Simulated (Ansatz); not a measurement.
Spectroscopic constants of MgAl-, multiplicity 3 (lowest of 2S+1 = 1, 3 at CCSD(T)/def2-TZVPP on PBE0 minima; our sources give no spin for the ground state, which may be another). The T1 diagnostic near the minimum is 0.066, so single-reference values are doubtful.

Constants: fifth-degree fit in 1/R to seven points, most abundant isotopes. In def2 and cc sets the state is the lowest found near the PBE0 minimum, followed along R.

Run with Ansatz (a first-principles code). 

```csv
level,r_e (Å),ω_e (cm⁻¹),α_e (cm⁻¹),B_e (cm⁻¹)
SVWN5/def2-TZVPP,2.679,264,0.0017,0.185
PBE/def2-TZVPP,2.724,252,0.0017,0.179
r2SCAN/def2-TZVPP,2.702,262,0.0017,0.182
B97M-V/def2-TZVPP,2.696,263,0.0017,0.183
B3LYP/def2-TZVPP,2.757,228,0.0020,0.175
PBE0/def2-TZVPP,2.723,251,0.0017,0.179
BHLYP/def2-TZVPP,2.772,218,0.0022,0.173
CAM-B3LYP/def2-TZVPP,2.758,220,0.0022,0.175
wB97X-V/def2-TZVPP,2.761,224,0.0021,0.174
wB97M-V/def2-TZVPP,2.799,214,0.0019,0.169
B2PLYP/def2-TZVPP,2.749,242,0.0019,0.176
```

Correlated levels freeze the inner cores; with def2 sets outer-core shells near the valence are correlated too.
